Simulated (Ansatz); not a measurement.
A made-up structure of LiAlBH3O, closed shell:

```
7
angstrom
Li -3.2379 -0.8379 1.2620
Al -1.2671 0.4942 0.0973
B 1.3302 -0.8689 -0.8990
O 0.8149 -0.0320 0.0498
H -1.5068 1.9250 -0.6264
H 1.4365 0.2762 0.7277
H 2.4546 -1.0685 -0.7636
```

It is relaxed with PBE-D4/def2-SVP and then PBE0-D4/def2-TZVP (Ansatz 0.2.0). Atoms count as bonded within 1.22 times the sum of their covalent radii (H–H: 0.88 Å). The end point is not checked to be a true minimum.

Problem. Does its bonding change? (A judgement: the text doesn't fix the answer.)

Solution. Computed: Yes. Formed: Al2–B3; broken: Al2–O4.

Where it ends: The first stage lowers the energy by 2.52 eV in 16 steps. It ends as LiAlBH₃O ([Li][AlH][BH][OH]):
| atom | x (Å) | y (Å) | z (Å) |
| --- | --- | --- | --- |
| Li1 | -3.2878 | -1.0916 | 0.8564 |
| Al2 | -1.3091 | 0.2538 | -0.2783 |
| B3 | 0.7924 | -0.1733 | -0.1574 |
| O4 | 1.5721 | 0.2861 | 0.8659 |
| H5 | -1.5779 | 1.5071 | -1.2707 |
| H6 | 2.4868 | -0.0038 | 0.8046 |
| H7 | 1.3478 | -0.8904 | -0.9728 |

Labels in which every atom is bracketed show which atoms are joined, not bond orders.

For scale, one of the runs: PBE0-D4/def2-TZVP relaxation, 131 basis functions, launched by `ansatz run in.yaml --threads 2 --pin off --events-out ev --progress --plain --max-ram 4352MiB`. The run took about 15 s on 2 CPU threads of an Arm Neoverse V2 (shared host).
